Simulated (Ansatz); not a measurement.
A short molecular-dynamics run on CH5BrHfO2, SMILES `[CH3][Hf]([OH])([OH])[Br]`.

```yaml
crystal:
  periodic: [false, false, false]
  atoms:
    - {symbol: C, position_ang: [-1.453696, -0.536514, -0.272016]}
    - {symbol: Hf, position_ang: [0.445577, 0.505506, 0.170532]}
    - {symbol: O, position_ang: [1.185692, -0.436863, 1.652567]}
    - {symbol: O, position_ang: [1.470922, 0.352000, -1.428687]}
    - {symbol: Br, position_ang: [-0.126951, 2.908293, 0.732893]}
    - {symbol: H, position_ang: [-2.129102, -0.499453, 0.590314]}
    - {symbol: H, position_ang: [-1.967927, -0.068000, -1.118879]}
    - {symbol: H, position_ang: [-1.295639, -1.590936, -0.523230]}
    - {symbol: H, position_ang: [1.732029, -0.878745, 2.294070]}
    - {symbol: H, position_ang: [2.139096, 0.244711, -2.097554]}
basis:
  gaussian: {orbitals: def2-SVP}
hamiltonian: {xc: {name: r2SCAN}}
md: {timestep: 0.5 fs, n_steps: 20, ensemble: nvt_nose_hoover, temperature: 1500, initial_velocities: maxwell_boltzmann, seed: 224}
```

```sh
$ ansatz run in.yaml --threads 2 --pin off --events-out ev --progress --plain --max-ram 22528MiB --backend cpu
```

```csv
step,time (fs),potential energy (eV),kinetic (eV),T (K),conserved (eV)
0,0.0,-76556.8648,1.5511,1500,-76555.3137
1,0.5,-76556.8616,1.5476,1497,-76555.3140
2,1.0,-76556.8354,1.5217,1472,-76555.3136
3,1.5,-76556.7924,1.4795,1431,-76555.3129
4,2.0,-76556.7445,1.4323,1385,-76555.3122
5,2.5,-76556.7035,1.3918,1346,-76555.3118
6,3.0,-76556.6772,1.3656,1321,-76555.3117
7,3.5,-76556.6674,1.3555,1311,-76555.3119
8,4.0,-76556.6699,1.3575,1313,-76555.3125
9,4.5,-76556.6761,1.3631,1318,-76555.3131
10,5.0,-76556.6755,1.3621,1317,-76555.3136
11,5.5,-76556.6598,1.3463,1302,-76555.3137
12,6.0,-76556.6266,1.3137,1270,-76555.3132
13,6.5,-76556.5823,1.2704,1228,-76555.3123
14,7.0,-76556.5388,1.2277,1187,-76555.3116
15,7.5,-76556.5065,1.1955,1156,-76555.3115
16,8.0,-76556.4865,1.1750,1136,-76555.3121
17,8.5,-76556.4702,1.1581,1120,-76555.3129
18,9.0,-76556.4464,1.1339,1097,-76555.3134
19,9.5,-76556.4086,1.0964,1060,-76555.3133
20,10.0,-76556.3583,1.0467,1012,-76555.3128
```

Velocities are drawn at the set temperature; a run this short doesn't reach equilibrium.

Frames (Å, forces in eV/Å):

```xyz
10
time=0.0 fs
C    -1.454   -0.537   -0.272    0.322    0.170    0.074
Hf    0.446    0.506    0.171   -0.308    0.188    0.019
O     1.186   -0.437    1.653   -0.056   -0.026    0.011
O     1.471    0.352   -1.429   -0.050   -0.015   -0.033
Br   -0.127    2.908    0.733   -0.038    0.090    0.019
H    -2.129   -0.499    0.590   -0.201    0.003    0.250
H    -1.968   -0.068   -1.119   -0.154    0.130   -0.250
H    -1.296   -1.591   -0.523    0.037   -0.313   -0.076
H     1.732   -0.879    2.294    0.199   -0.185    0.272
H     2.139    0.245   -2.098    0.249   -0.042   -0.286
10
time=0.5 fs
C    -1.462   -0.540   -0.270    0.284    0.369   -0.251
Hf    0.446    0.505    0.170   -0.443    0.111    0.101
O     1.185   -0.431    1.658    0.199   -0.206    0.264
O     1.469    0.356   -1.431    0.608   -0.141   -0.645
Br   -0.126    2.907    0.734   -0.034    0.091    0.016
H    -2.144   -0.517    0.581   -0.259    0.017    0.415
H    -1.986   -0.053   -1.112    0.019    0.004   -0.056
H    -1.316   -1.591   -0.540    0.067   -0.339   -0.104
H     1.736   -0.865    2.313   -0.063    0.024   -0.035
H     2.176    0.228   -2.079   -0.378    0.071    0.295
10
time=1.0 fs
C    -1.470   -0.544   -0.268    0.225    0.528   -0.539
Hf    0.447    0.505    0.169   -0.573    0.034    0.187
O     1.184   -0.425    1.664    0.439   -0.363    0.505
O     1.467    0.361   -1.433    1.268   -0.289   -1.165
Br   -0.126    2.906    0.734   -0.031    0.093    0.012
H    -2.160   -0.535    0.573   -0.290    0.026    0.538
H    -2.004   -0.038   -1.106    0.188   -0.126    0.131
H    -1.336   -1.591   -0.557    0.090   -0.321   -0.122
H     1.740   -0.851    2.331   -0.309    0.210   -0.330
H     2.212    0.212   -2.059   -1.007    0.208    0.784
10
time=1.5 fs
C    -1.478   -0.548   -0.266    0.145    0.639   -0.766
Hf    0.447    0.505    0.168   -0.699   -0.043    0.275
O     1.183   -0.419    1.670    0.633   -0.476    0.693
O     1.466    0.365   -1.435    1.847   -0.440   -1.539
Br   -0.125    2.905    0.735   -0.028    0.094    0.008
H    -2.177   -0.552    0.567   -0.284    0.033    0.609
H    -2.021   -0.023   -1.099    0.343   -0.249    0.293
H    -1.356   -1.593   -0.575    0.109   -0.259   -0.125
H     1.743   -0.836    2.349   -0.510    0.353   -0.577
H     2.246    0.196   -2.038   -1.556    0.348    1.130
10
time=2.0 fs
C    -1.487   -0.551   -0.265    0.046    0.696   -0.920
Hf    0.448    0.505    0.167   -0.817   -0.120    0.362
O     1.182   -0.413    1.675    0.762   -0.534    0.804
O     1.465    0.370   -1.438    2.296   -0.576   -1.755
Br   -0.125    2.904    0.736   -0.025    0.094    0.003
H    -2.194   -0.570    0.561   -0.234    0.040    0.624
H    -2.038   -0.009   -1.092    0.475   -0.356    0.422
H    -1.375   -1.595   -0.593    0.124   -0.159   -0.113
H     1.745   -0.820    2.365   -0.648    0.442   -0.750
H     2.276    0.181   -2.013   -1.979    0.474    1.323
10
time=2.5 fs
C    -1.495   -0.555   -0.263   -0.068    0.701   -0.997
Hf    0.449    0.505    0.166   -0.929   -0.197    0.449
O     1.182   -0.407    1.681    0.815   -0.532    0.822
O     1.464    0.374   -1.440    2.595   -0.685   -1.824
Br   -0.124    2.903    0.736   -0.021    0.092   -0.002
H    -2.212   -0.587    0.557   -0.141    0.049    0.586
H    -2.053    0.004   -1.084    0.578   -0.441    0.511
H    -1.394   -1.597   -0.611    0.138   -0.032   -0.086
H     1.746   -0.804    2.380   -0.712    0.473   -0.835
H     2.301    0.167   -1.986   -2.255    0.573    1.377
10
time=3.0 fs
C    -1.503   -0.558   -0.262   -0.191    0.661   -1.003
Hf    0.449    0.505    0.165   -1.032   -0.275    0.532
O     1.181   -0.401    1.687    0.790   -0.472    0.739
O     1.463    0.378   -1.443    2.733   -0.760   -1.765
Br   -0.124    2.902    0.737   -0.018    0.089   -0.007
H    -2.230   -0.604    0.555   -0.012    0.061    0.504
H    -2.067    0.016   -1.074    0.649   -0.501    0.560
H    -1.413   -1.600   -0.629    0.152    0.111   -0.046
H     1.744   -0.786    2.393   -0.698    0.448   -0.824
H     2.321    0.154   -1.956   -2.374    0.638    1.311
10
time=3.5 fs
C    -1.511   -0.561   -0.261   -0.311    0.583   -0.948
Hf    0.450    0.504    0.164   -1.127   -0.351    0.611
O     1.181   -0.395    1.694    0.686   -0.361    0.555
O     1.463    0.382   -1.447    2.704   -0.791   -1.598
Br   -0.123    2.900    0.738   -0.015    0.085   -0.013
H    -2.249   -0.622    0.554    0.142    0.078    0.393
H    -2.080    0.027   -1.063    0.688   -0.531    0.568
H    -1.432   -1.602   -0.648    0.168    0.256    0.003
H     1.741   -0.767    2.403   -0.608    0.372   -0.716
H     2.335    0.143   -1.922   -2.329    0.660    1.145
10
time=4.0 fs
C    -1.520   -0.564   -0.260   -0.415    0.480   -0.843
Hf    0.450    0.504    0.164   -1.215   -0.426    0.686
O     1.181   -0.389    1.700    0.512   -0.208    0.277
O     1.463    0.386   -1.450    2.499   -0.771   -1.341
Br   -0.122    2.899    0.739   -0.012    0.079   -0.020
H    -2.267   -0.638    0.554    0.309    0.099    0.266
H    -2.091    0.037   -1.051    0.694   -0.530    0.537
H    -1.450   -1.604   -0.666    0.186    0.391    0.056
H     1.737   -0.748    2.412   -0.449    0.255   -0.516
H     2.343    0.133   -1.885   -2.110    0.631    0.899
10
time=4.5 fs
C    -1.528   -0.567   -0.260   -0.490    0.358   -0.702
Hf    0.451    0.504    0.163   -1.297   -0.498    0.756
O     1.181   -0.384    1.706    0.283   -0.026   -0.079
O     1.464    0.390   -1.454    2.111   -0.692   -1.017
Br   -0.122    2.898    0.739   -0.009    0.072   -0.027
H    -2.284   -0.655    0.554    0.475    0.123    0.138
H    -2.100    0.046   -1.037    0.668   -0.497    0.469
H    -1.467   -1.604   -0.684    0.205    0.508    0.110
H     1.732   -0.728    2.420   -0.234    0.110   -0.241
H     2.347    0.125   -1.847   -1.712    0.543    0.592
10
time=5.0 fs
C    -1.536   -0.570   -0.259   -0.526    0.228   -0.535
Hf    0.451    0.504    0.162   -1.374   -0.567    0.822
O     1.181   -0.378    1.713    0.021    0.165   -0.483
O     1.465    0.393   -1.458    1.545   -0.549   -0.653
Br   -0.121    2.897    0.740   -0.006    0.064   -0.034
H    -2.300   -0.672    0.555    0.628    0.149    0.022
H    -2.108    0.053   -1.022    0.610   -0.432    0.369
H    -1.485   -1.604   -0.702    0.227    0.598    0.159
H     1.725   -0.707    2.427    0.011   -0.046    0.082
H     2.346    0.119   -1.807   -1.136    0.390    0.251
10
time=5.5 fs
C    -1.545   -0.573   -0.259   -0.515    0.096   -0.351
Hf    0.452    0.504    0.161   -1.447   -0.631    0.883
O     1.180   -0.372    1.719   -0.238    0.343   -0.890
O     1.466    0.397   -1.462    0.835   -0.347   -0.289
Br   -0.121    2.896    0.741   -0.005    0.056   -0.041
H    -2.314   -0.688    0.556    0.758    0.175   -0.075
H    -2.114    0.059   -1.007    0.523   -0.336    0.241
H    -1.501   -1.602   -0.720    0.250    0.657    0.200
H     1.719   -0.687    2.434    0.255   -0.191    0.409
H     2.343    0.113   -1.766   -0.415    0.178   -0.087
10
time=6.0 fs
C    -1.554   -0.576   -0.258   -0.453   -0.029   -0.160
Hf    0.452    0.503    0.160   -1.517   -0.690    0.939
O     1.180   -0.366    1.725   -0.453    0.482   -1.243
O     1.467    0.401   -1.466    0.060   -0.108    0.028
Br   -0.120    2.895    0.741   -0.003    0.047   -0.049
H    -2.327   -0.703    0.556    0.858    0.200   -0.145
H    -2.119    0.065   -0.991    0.411   -0.211    0.090
H    -1.517   -1.598   -0.737    0.273    0.682    0.230
H     1.714   -0.667    2.443    0.455   -0.300    0.685
H     2.339    0.108   -1.725    0.370   -0.074   -0.376
10
time=6.5 fs
C    -1.562   -0.578   -0.258   -0.343   -0.140    0.029
Hf    0.453    0.503    0.160   -1.585   -0.742    0.992
O     1.180   -0.361    1.731   -0.584    0.564   -1.486
O     1.469    0.404   -1.470   -0.644    0.126    0.251
Br   -0.120    2.894    0.742   -0.002    0.040   -0.056
H    -2.338   -0.718    0.556    0.924    0.220   -0.186
H    -2.123    0.069   -0.974    0.281   -0.064   -0.073
H    -1.533   -1.593   -0.754    0.296    0.671    0.245
H     1.710   -0.647    2.452    0.574   -0.355    0.856
H     2.335    0.102   -1.686    1.084   -0.319   -0.572
10
time=7.0 fs
C    -1.571   -0.581   -0.258   -0.188   -0.228    0.203
Hf    0.453    0.503    0.159   -1.651   -0.788    1.040
O     1.180   -0.355    1.737   -0.607    0.580   -1.579
O     1.470    0.408   -1.474   -1.114    0.292    0.354
Br   -0.119    2.893    0.743   -0.002    0.033   -0.063
H    -2.346   -0.733    0.556    0.952    0.234   -0.194
H    -2.126    0.074   -0.958    0.141    0.098   -0.237
H    -1.547   -1.587   -0.770    0.317    0.626    0.243
H     1.707   -0.629    2.464    0.586   -0.349    0.881
H     2.334    0.096   -1.648    1.567   -0.499   -0.650
10
time=7.5 fs
C    -1.580   -0.584   -0.257    0.001   -0.280    0.350
Hf    0.454    0.503    0.158   -1.715   -0.828    1.084
O     1.179   -0.349    1.742   -0.519    0.535   -1.512
O     1.471    0.411   -1.478   -1.225    0.337    0.351
Br   -0.118    2.892    0.744   -0.002    0.028   -0.069
H    -2.352   -0.747    0.556    0.943    0.241   -0.170
H    -2.129    0.079   -0.943    0.003    0.260   -0.388
H    -1.561   -1.578   -0.785    0.336    0.549    0.225
H     1.705   -0.612    2.478    0.489   -0.287    0.754
H     2.337    0.088   -1.611    1.690   -0.556   -0.625
10
time=8.0 fs
C    -1.589   -0.587   -0.257    0.211   -0.284    0.454
Hf    0.454    0.503    0.157   -1.774   -0.862    1.122
O     1.179   -0.343    1.747   -0.343    0.447   -1.311
O     1.472    0.415   -1.482   -0.951    0.237    0.290
Br   -0.118    2.891    0.744   -0.003    0.024   -0.075
H    -2.356   -0.761    0.555    0.895    0.240   -0.114
H    -2.132    0.085   -0.928   -0.120    0.407   -0.510
H    -1.574   -1.569   -0.800    0.352    0.445    0.189
H     1.705   -0.595    2.494    0.306   -0.186    0.498
H     2.344    0.080   -1.576    1.427   -0.468   -0.544
10
time=8.5 fs
C    -1.598   -0.590   -0.256    0.431   -0.228    0.502
Hf    0.454    0.502    0.157   -1.828   -0.892    1.153
O     1.178   -0.336    1.752   -0.116    0.339   -1.024
O     1.473    0.419   -1.486   -0.380    0.014    0.231
Br   -0.117    2.889    0.745   -0.005    0.021   -0.080
H    -2.358   -0.774    0.553    0.813    0.229   -0.029
H    -2.135    0.092   -0.914   -0.217    0.522   -0.590
H    -1.587   -1.558   -0.815    0.364    0.319    0.138
H     1.705   -0.578    2.511    0.073   -0.069    0.163
H     2.355    0.070   -1.542    0.864   -0.256   -0.463
10
time=9.0 fs
C    -1.607   -0.593   -0.256    0.646   -0.106    0.484
Hf    0.455    0.502    0.156   -1.875   -0.917    1.177
O     1.178   -0.330    1.757    0.121    0.234   -0.710
O     1.473    0.422   -1.490    0.336   -0.280    0.215
Br   -0.117    2.888    0.746   -0.007    0.019   -0.085
H    -2.358   -0.786    0.552    0.698    0.209    0.082
H    -2.139    0.099   -0.902   -0.277    0.590   -0.618
H    -1.598   -1.547   -0.829    0.372    0.180    0.076
H     1.706   -0.562    2.529   -0.169    0.042   -0.196
H     2.367    0.059   -1.509    0.154    0.028   -0.425
10
time=9.5 fs
C    -1.615   -0.596   -0.255    0.847    0.083    0.396
Hf    0.455    0.502    0.155   -1.915   -0.938    1.193
O     1.177   -0.324    1.762    0.332    0.148   -0.421
O     1.474    0.426   -1.494    1.046   -0.587    0.258
Br   -0.116    2.887    0.746   -0.009    0.017   -0.090
H    -2.356   -0.798    0.551    0.559    0.180    0.213
H    -2.143    0.109   -0.892   -0.296    0.601   -0.588
H    -1.609   -1.535   -0.843    0.376    0.039    0.006
H     1.706   -0.546    2.546   -0.385    0.133   -0.526
H     2.380    0.049   -1.477   -0.554    0.326   -0.441
10
time=10.0 fs
C    -1.624   -0.599   -0.254    1.026    0.328    0.245
Hf    0.455    0.502    0.155   -1.948   -0.957    1.202
O     1.177   -0.318    1.767    0.493    0.089   -0.196
O     1.475    0.429   -1.497    1.648   -0.863    0.352
Br   -0.116    2.886    0.747   -0.011    0.015   -0.094
H    -2.353   -0.809    0.550    0.404    0.143    0.354
H    -2.148    0.119   -0.882   -0.276    0.551   -0.504
H    -1.618   -1.523   -0.857    0.374   -0.094   -0.063
H     1.705   -0.529    2.562   -0.550    0.195   -0.791
H     2.391    0.039   -1.447   -1.159    0.593   -0.505
```

Run time 2.3 min (2 threads of an AMD EPYC 7R13 on a shared host); peak host memory 0.55 GiB.
